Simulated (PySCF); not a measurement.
C₄H₇FO, SMILES O[C@]1(C)C[C@H]1F.

Geometry optimised at B3LYP-D3(BJ)/def2-SVP. The structure was generated by enumeration; whether it is a known compound was not checked. One conformer was computed; it need not be the lowest.

Computed with PBE/def2-TZVP (PySCF).

### Question
Estimate the frontier levels, gap, dipole moment and polarisability. (The exact figures need the calculation; the answer reports its results.)

### Answer

The highest occupied level is -6.19 eV and the lowest empty level comes out as 0.13 eV. The orbital gap is 6.31 eV, the dipole moment is 2.15 D and the quadrupole, principal values (traceless, Buckingham form, about the centre of nuclear charge) comes out as -3.81, 1.13, 2.67 D·Å. The mean static polarisability is 53.4 bohr³ (7.91 Å³) and the polarisability, principal values is 50.1, 53.2, 56.9 bohr³.
